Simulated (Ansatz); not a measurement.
Start from `NC(O)N[SiH3]` and change one atom or group to get `N[CH](O)[GeH3]`.

Ansatz, PBE0-D4/def2-TZVP geometries, multiplicity 1. Each molecule was computed in one conformer, which needn't be the lowest.

Scalar relativity is left out up to krypton.

```tsv
property	`NC(O)N[SiH3]`
size of the dipole moment (ωB97M-V/def2-TZVPP) / D	1.59
HOMO–LUMO gap (PBE0/def2-TZVPP) / eV	7.67
HOMO energy (PBE0/def2-TZVPP) / eV	-7.14
HOMO–LUMO gap (B3LYP/def2-TZVPP) / eV	7.17
HOMO energy (B3LYP/def2-TZVPP) / eV	-6.91
HOMO–LUMO gap (ωB97M-V/def2-TZVPP) / eV	11.54
```

(1) Give the same properties after the change, and the shifts. (Best estimate.)

Answers

(1) Computed: 
| property | `N[CH](O)[GeH3]` | shift |
| --- | --- | --- |
| size of the dipole moment (ωB97M-V/def2-TZVPP) / D | 2.37 | 0.78 |
| HOMO–LUMO gap (PBE0/def2-TZVPP) / eV | 7.20 | -0.47 |
| HOMO energy (PBE0/def2-TZVPP) / eV | -6.73 | 0.41 |
| HOMO–LUMO gap (B3LYP/def2-TZVPP) / eV | 6.68 | -0.49 |
| HOMO energy (B3LYP/def2-TZVPP) / eV | -6.54 | 0.37 |
| HOMO–LUMO gap (ωB97M-V/def2-TZVPP) / eV | 11.00 | -0.54 |

With PBE0 the HOMO rises by 0.41 eV and the LUMO falls by 0.06 eV, so the gap narrows by about 0.47 eV. PBE moves the HOMO by 0.36 eV and ωB97M-V by 0.47 eV. Dipoles are sizes alone; their direction can turn.

B3LYP here is the variant with VWN-RPA as its local correlation; programs differ in this.
